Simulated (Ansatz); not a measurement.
Ansatz (an electronic-structure program) input (CCSD(T)/def2-SVPD):

Ansatz 0.2 input:
```yaml
crystal:
  periodic: [false, false, false]
  atoms:
    - {symbol: Cs, position_ang: [-0.00000000, -0.00000000, -0.52534792]}
    - {symbol: F, position_ang: [0.00000000, 0.00000000, 3.21045949]}
basis:
  gaussian:
    orbitals: def2-SVPD
total_charge: 1
magnetization: {spin_polarized: true, initial_magnetization: 1}
correlation: {method: ccsd_t, electrons: outside_noble_gas}
output: {forces: true}
```

End of the output:

```
471 factors; integrals over basis functions are off by at most 5.8e-4 eV
mean field: 0.09 GiB planned
mean field evaluation 1: about -3210.9289 eV, gradient 6.4e1 eV
mean field evaluation 2: about -3210.9853 eV, gradient 6.3e1 eV
mean field evaluation 4: about -3211.3762 eV, gradient 6.2e1 eV
mean field evaluation 8: about -3235.6938 eV, gradient 2.6e1 eV
mean field evaluation 16: about -3238.6458 eV, gradient 6.5e-5 eV
mean field evaluation 32: about -3210.9289 eV, gradient 6.4e1 eV
mean field evaluation 64: about -3238.5661 eV, gradient 2.6e-6 eV
mean field evaluation 96: about -3238.5280 eV, gradient 4.5e0 eV
mean field evaluation 128: about -3238.6214 eV, gradient 5.4e-1 eV
mean field evaluation 160: about -3223.8058 eV, gradient 7.3e-1 eV
mean field evaluation 192: about -3238.5484 eV, gradient 1.3e0 eV
mean field evaluation 224: about -3223.2464 eV, gradient 1.2e1 eV
mean field evaluation 256: about -3226.9373 eV, gradient 5.2e-1 eV
mean field evaluation 288: about -3226.8706 eV, gradient 8.8e-2 eV
mean field evaluation 320: about -3225.7572 eV, gradient 3.6e-3 eV
mean field evaluation 352: about -3225.6476 eV, gradient 7.3e-1 eV
mean field evaluation 384: about -3224.9206 eV, gradient 2.8e-2 eV
mean field evaluation 416: about -3225.0378 eV, gradient 8.3e-3 eV
mean field evaluation 448: about -3224.8880 eV, gradient 1.0e-2 eV
mean field evaluation 480: about -3224.8865 eV, gradient 8.2e-3 eV
mean field evaluation 512: about -3223.9092 eV, gradient 2.7e-2 eV
mean field -3238.64577609 eV, -119.0180370384 hartree, gradient 2.6e-6 eV, S^2 0.753663; 8 other end points of the search recorded, 0 dependent functions left out
determinant -3238.64577609 eV, -119.0180370384 hartree, with singles and doubles -3242.93010376 eV, -119.1754831763 hartree
determinant -3238.56605186 eV, -119.0151072269 hartree, with singles and doubles -3242.84296827 eV, -119.1722810059 hartree
determinant -3238.64577609 eV, -119.0180370384 hartree, with singles and doubles -3242.95065597 eV, -119.1762384559 hartree
determinant -3238.56605186 eV, -119.0151072269 hartree, with singles and doubles -3242.86317145 eV, -119.1730234592 hartree
5 core orbitals not correlated, not the lowest: weight in the atoms' cores, before any rotation towards them, 0.948 or more for the frozen orbitals, at most 0.052 for the correlated occupied ones
reference -3238.64577609 eV, -119.0180370384 hartree; 4, 3 occupied and 41, 42 virtual orbitals, 471 factors
densities: 0.15 GiB planned
second order -3.98088514 eV of doubles, -0.00000000 eV of singles
coupled cluster: 0.12 GiB planned
cycle   1  -4.30487977 eV  change    1.0e-7 eV  update   2.3e-6
cycle   2  -4.30487989 eV  change   -1.1e-7 eV  update   1.4e-6
cycle   3  -4.30488009 eV  change   -2.0e-7 eV  update   9.1e-7
cycle   4  -4.30488001 eV  change    7.1e-8 eV  update   1.9e-7
cycle   5  -4.30487994 eV  change    7.7e-8 eV  update   9.4e-8
cycle   6  -4.30487998 eV  change   -3.9e-8 eV  update   2.7e-8
perturbative correction -0.05154732 eV, -0.0018943292 hartree
the calculation of the forces begins
Total energy: -3243.00220339 eV, -119.1781327888 hartree
Atom 0 at    -0.000000    -0.000000    -0.525348 Å, force     0.000000    -0.000000     0.011457 eV/Å
Atom 1 at     0.000000     0.000000     3.210459 Å, force    -0.000000    -0.000000    -0.011457 eV/Å
Dipole moment:     0.000000     0.000000    -0.486277 e Å
```
